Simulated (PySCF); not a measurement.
CH4ClNOSi2, SMILES Cl[Si@H]1OC=N[SiH2]1. Geometry optimised at PBE0-D3(BJ)/def2-SVP. The structure was generated by enumeration; whether it is a known compound was not checked.

Computed equilibrium geometry at PBE0-D3(BJ)/def2-SVP (PySCF confirms it by a frequency run) as Cartesian coordinates in Å:
```xyz
10

Cl     1.8929    -0.7983    -1.0530
Si     0.7539    -0.1133     0.5259
O      0.2349     1.4838     0.1498
C     -1.0858     1.6495    -0.0999
N     -1.9945     0.7714    -0.0029
Si    -1.4730    -0.8309     0.5204
H      1.6354    -0.0022     1.7135
H     -1.2977     2.6863    -0.4067
H     -1.8013    -1.8813    -0.4814
H     -2.0506    -1.1794     1.8493
```
Charge 0, spin multiplicity 1.
